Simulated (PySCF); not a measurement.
## Basis-set dependence of BeP at CCSD(T)

PySCF, UHF reference; quartet, unpaired electrons σ ↑, π ↑↑; De to Be + P without counterpoise correction. Frozen cores follow the default of each basis and core potential.

| basis | relativity | functions | Re (Å) | ωe (cm⁻¹) | De (eV) | frozen orbitals |
| --- | --- | --- | --- | --- | --- | --- |
| STO-3G | no relativity | 14 | 2.009 | 712 | n/a | 5 |
| pcseg-1 | no relativity | 27 | 2.113 | 555 | 0.50 | 5 |
| pcseg-2 | no relativity | 49 | 2.064 | 623 | 0.94 | 5 |

(1) How does each smaller set differ from the one with most functions, pcseg-2?

Correlated steps freeze 5 core orbitals. Correlated levels converge slowly with the basis: in double zeta they bind strong bonds too weakly, by up to about 1 eV, and carry superposition errors of some tenths. STO-3G is very small, so such numbers show the basis as much as the molecule. The state is the lowest determinant that a PBE0 search found; another state may lie lower at other levels.

Results:

(1) STO-3G: -5.5 pm, +14.3 % in ωe; pcseg-1: +4.9 pm, -10.9 % in ωe, -0.44 eV in De. All at CCSD(T); the set with most functions is neither the basis-set limit nor always the best.
